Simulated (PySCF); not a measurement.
Energy landscape of H3Ge (anion, charge -1), singlet: map of symmetric stretch and umbrella angle. Scanned: Ge-H bond length and angle between the Ge-H bonds and the threefold axis (90 = planar).

Cartesian coordinates as functions of the variables (Å; names that start with a are angles):
```
Ge  0  0  0
H  r*sin(a)*cos(0*2*pi/3+0)  r*sin(a)*sin(0*2*pi/3+0)  0+r*cos(a)
H  r*sin(a)*cos(1*2*pi/3+0)  r*sin(a)*sin(1*2*pi/3+0)  0+r*cos(a)
H  r*sin(a)*cos(2*2*pi/3+0)  r*sin(a)*sin(2*2*pi/3+0)  0+r*cos(a)
```

Computed with PySCF with B3LYP/aug-cc-pVDZ.

Energy in kJ/mol above the lowest grid point; x is the Ge-H bond length (Å), y the angle between the Ge-H bonds and the threefold axis (90 = planar) (°).

```
y \ x   1.41   1.48   1.56   1.63   1.70   1.78   1.85   1.93      2
-----  -----  -----  -----  -----  -----  -----  -----  -----  -----
130    132.0   65.5   26.3   15.5   20.6   40.4   66.3  102.4  138.0
126    112.1   48.3   11.8    3.0    9.7   30.8   57.4   94.1  129.8
122    101.5   40.5    6.8    0.0    8.2   30.4   57.5   94.3  129.7
118     99.1   41.2   10.6    5.8   15.6   38.8   66.2  102.7  137.5
114    103.8   49.3   22.0   19.7   31.2   55.6   83.2  119.1  152.9
110    113.8   63.1   39.8   40.5   54.2   80.0  107.9  143.2  175.6
106    127.2   80.6   61.8   66.2   82.9  111.1  139.7  174.4  205.3
102    141.7   99.1   85.4   94.2  115.3  147.3  177.7  212.2  241.4
98     154.5  115.7  106.9  120.7  147.3  185.7  220.2  255.9  283.5
94     163.4  127.3  122.2  140.2  172.3  219.3  262.9  304.6  330.8
90     166.6  131.5  127.8  147.5  182.1  233.9  285.9  349.4  382.0
```

Points that lie below all their neighbours on the grid: x = 1.63, y = 122 (0.0 kJ/mol).
